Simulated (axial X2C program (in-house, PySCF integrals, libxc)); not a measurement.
# Estimating the spin–orbit splitting of the π levels of GaBr

All values were computed with an in-house all-electron X2C program for linear molecules (integrals from PySCF). Spin-free means the one-electron spin-free X2C Hamiltonian; two-component (2c) means X2C with spin–orbit coupling and atomic mean-field two-electron Coulomb and Gaunt terms, so the difference of the two also holds small scalar two-electron terms. Basis: Br dyall-cv3z [8s9p6d4f1g], Ga dyall-cv3z [9s9p7d4f1g] (cores contracted in-house); Gaussian nuclei, density fitting, unrestricted open shells. Masses: Br 78.918 u, Ga 68.926 u.

Hartree–Fock at 2.375 Å, closed shell. Valence p splittings ε(p3/2) − ε(p1/2) of spherical Dirac–Hartree–Fock atoms with fractionally filled p shells: Br 4p 0.555 eV.

```
filled π level (eV), spin-free  Ga p share  Br p share
                        -10.98        0.05        0.91
```

Q: In first order a p shell splits by 3ζ/2 and a π orbital by ζ. Estimate the splitting of each π level from the shares.

A: level -10.98 eV: (2/3) × (0.91 × 0.555) = 0.34 eV.

The two-component Hartree–Fock calculation gives:

```csv
ε(ω = 1/2) (eV),σ share of it,ε(ω = 3/2) (eV),splitting (eV),estimate (eV)
-11.170,0.01,-10.797,0.37,0.34
```

The estimate leaves out the mixing of π1/2 with σ1/2 levels, which pushes the ω = 1/2 spinor up or down, the d and f parts of the orbital, small shares of the strongly split outer-core p shell of a metal, the Gaunt term (absent from the atomic values), and the change of the atomic p orbitals with charge; Löwdin shares depend on the basis.
